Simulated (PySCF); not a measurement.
Ligand exchange on a metal centre used in film growth or etching (Cd CH3-Br). All species are isolated molecules in the gas phase. One relaxed conformer stands for each flexible species; it need not be the lowest.

Calculation: TPSSh-D3(BJ)/def2-TZVP // PBE-D3(BJ)/def2-SVP run with PySCF. 

```json
[
 {"species": "0 of 2 CH3 replaced by Br", "coordination number": "2", "charge on the central atom (Mulliken) (e)": "0.61", "HOMO–LUMO gap (eV)": "5.94"},
 {"species": "1 of 2 CH3 replaced by Br", "coordination number": "2", "charge on the central atom (Mulliken) (e)": "(withheld)", "HOMO–LUMO gap (eV)": "5.85"},
 {"species": "2 of 2 CH3 replaced by Br", "coordination number": "2", "charge on the central atom (Mulliken) (e)": "(withheld)", "HOMO–LUMO gap (eV)": "4.95"}
]
```

What belongs in the gaps?


- 1 of 2 CH3 replaced by Br, charge on the central atom (Mulliken) (e): 0.64
- 2 of 2 CH3 replaced by Br, charge on the central atom (Mulliken) (e): 0.73
